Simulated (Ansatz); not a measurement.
A structure relaxed at r2SCAN-D4/def2-SVP in Ansatz, charge 0, singlet:

```xyz
14

Ge   -0.1248    0.6374   -0.2114
Si   -1.2471    0.2567    1.8539
Si    2.2199    0.3505    0.0895
Si   -0.9151   -0.9043   -1.8450
H    -0.4058    2.0768   -0.6886
H    -0.9781   -1.1440    2.3019
H    -2.7226    0.4348    1.6946
H    -0.7564    1.1993    2.9051
H     2.4809   -1.0410    0.5696
H     2.9481    0.5579   -1.1993
H     2.7460    1.3147    1.1032
H    -2.3889   -0.7548   -2.0454
H    -0.2236   -0.6886   -3.1526
H    -0.6326   -2.2953   -1.3754
```

Question: Give its formula, name or SMILES and point group.

Answer: HGe(SiH3)3 (Si3GeH10). Point group C3v (tolerance 0.1 Å).

Question: Summarise the bond lengths by kind (pairs closer than 1.2 times the sum of covalent radii, bridged metal pairs left out).

Answer: 3 × Ge–Si 2.38 Å; 9 × H–Si 1.49 to 1.50 Å; 1 × Ge–H 1.54 Å.
